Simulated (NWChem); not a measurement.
CH₄O₂Si; SMILES C1O[SiH2]O1

```xyz
8

C      0.0000     0.0000    -1.2406
O      0.0000     1.1034    -0.3435
Si     0.0000     0.0000     0.9364
O      0.0000    -1.1034    -0.3435
H     -0.9049     0.0000    -1.8759
H      0.9049     0.0000    -1.8759
H      1.2185     0.0000     1.7906
H     -1.2185     0.0000     1.7906
```
Atoms are numbered in this order, from 1.

Computed with NWChem. Coordinates come from a PBE0/def2-SVP optimisation. Level SCAN/def2-SVP: energy and gradient on several grids; changes count from the extra-fine grid, which is no exact limit either.

```
grid     size of the energy change (μHa)  largest change of a gradient component (μHa/bohr)  time, medium = 1 (rough)
-------  -------------------------------  -------------------------------------------------  ------------------------
xcoarse                            20000                                               7000                   about 1
coarse                             10000                                               2000                   about 1
medium                              2000                                               2000                   about 1
fine                                1000                                                400                   about 1
xfine                               < 10                                               < 30                         2
```
